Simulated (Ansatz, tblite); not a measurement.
Forces on (CuH)3 ring (Cu₃H₃) at its PBE-D4/def2-SVP geometry. Charge 0, multiplicity 1.

The xTB rows come from tblite.

GFN1-xTB (tblite), largest force 0.62 eV/Å:

```xyz
6
positions Å, forces eV/Å
Cu    0.945   -0.763   -0.568    0.438   -0.354   -0.264
H     0.699   -1.490    0.932   -0.219    0.466   -0.291
Cu   -0.449   -0.293    1.229   -0.208   -0.136    0.570
H    -1.333    1.076    0.802    0.417   -0.337   -0.251
Cu   -0.496    1.056   -0.661   -0.230    0.490   -0.306
H     0.633    0.414   -1.733   -0.198   -0.129    0.542
```

GFN2-xTB (tblite), largest force 0.34 eV/Å:

```
Cu 0.239 -0.193 -0.144
H 0.076 -0.161 0.101
Cu -0.114 -0.074 0.311
H -0.144 0.116 0.087
Cu -0.125 0.268 -0.167
H 0.069 0.045 -0.188
```

r2SCAN-D4/def2-TZVP (Ansatz), largest force 0.18 eV/Å:

```
Cu 0.108 -0.087 -0.065
H -0.066 0.141 -0.088
Cu -0.051 -0.034 0.141
H 0.126 -0.101 -0.076
Cu -0.057 0.121 -0.076
H -0.060 -0.039 0.163
```
